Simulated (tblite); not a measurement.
Compound: C8H7F.
InChI=1S/C8H7F/c1-4-5-6-7(2)8(3)9/h1H,2-3H3/b8-7+

All values are computed: GFN2-xTB (tblite) harmonic vibrations without scaling, gas phase. Errors from tens to a few hundred cm⁻¹ against measured bands are possible.

Harmonic wavenumbers (cm⁻¹): 65.8, 78.2, 101.4, 110.5, 154.5, 173.4, 233.9, 234.6, 356.6, 368.3, 375.9, 403.2, 410.3, 473.0, 504.4, 629.3, 637.0, 657.1, 862.9, 972.4, 1009.3, 1049.9, 1058.5, 1120.5, 1201.5, 1327.8, 1393.0, 1402.5, 1452.3, 1463.2, 1467.6, 1479.1, 1691.9, 2208.7, 2306.6, 2994.9, 3007.0, 3011.8, 3020.5, 3056.0, 3067.8, 3405.7.

A = 3667, B = 743.0, C = 622.6 MHz; mass 122.053 u (most abundant isotopes); point group Cs, symmetry number 1.

Q: Zero-point energy?

A: ½Σν̃ = 25499 cm⁻¹ = 72.91 kcal/mol.

Q: What is S at 273.15 K and 1 bar for an ideal gas of classical rigid rotors and harmonic oscillators?

A: Translation 39.90, rotation 29.37, vibration 29.36: S = 98.6 cal/(mol K).

Q: And Cp and H(273.15 K) − H(0)?

A: Cp = 37.30 cal/(mol K), of which vibrations give 29.35 (their classical limit is 42 R = 83.5); H(273.15 K) − H(0) = 6.49 kcal/mol without the zero-point energy, 4.32 from vibrations.

Q: What must be added to the electronic energy to get the Gibbs energy at 273.15 K and 1 bar?

A: ZPE + [H(273.15 K) − H(0)] − T·S = 72.91 + 6.49 − 26.94 = 52.46 kcal/mol.

Q: Blend soft modes into free rotors: weight 1/[1 + (100 cm⁻¹/ν̃)⁴] for the oscillator and the rest for a rotor with moment μB/(μ + B), μ = h/(8π²ν), B = 10⁻⁴⁴ kg m². What vibrational entropy results?

A: 27.64 cal/(mol K) in place of 29.36, which changes −T·S at 273.15 K by +0.47 kcal/mol.

Q: How do the functions run with temperature in this model?

A: 
```csv
T (K),S (cal/(mol K)),Cp (cal/(mol K)),H − H(0) (kcal/mol),G − H(0) (kcal/mol),ln q(vib)
50,58.6,13.7,0.50,-2.43,0.39
100,70.3,20.6,1.36,-5.67,1.67
298.15,102.0,39.2,7.45,-22.96,7.54
373.15,111.4,44.5,10.59,-30.97,9.66
500,125.5,52.2,16.74,-46.01,13.03
750,148.9,63.2,31.27,-80.42,19.06
1000,168.2,70.7,48.06,-120.13,24.40
```

q(vib) and H(0) count from the zero-point level.

Q: Which modes carry the vibrational entropy at 273.15 K?

A: 65.8 cm⁻¹: 4.10; 78.2 cm⁻¹: 3.76; 101.4 cm⁻¹: 3.26; 110.5 cm⁻¹: 3.09; 154.5 cm⁻¹: 2.45; 173.4 cm⁻¹: 2.23 cal/(mol K); the other 36 give 10.46 together.

Hindered rotation and anharmonicity are outside this model.
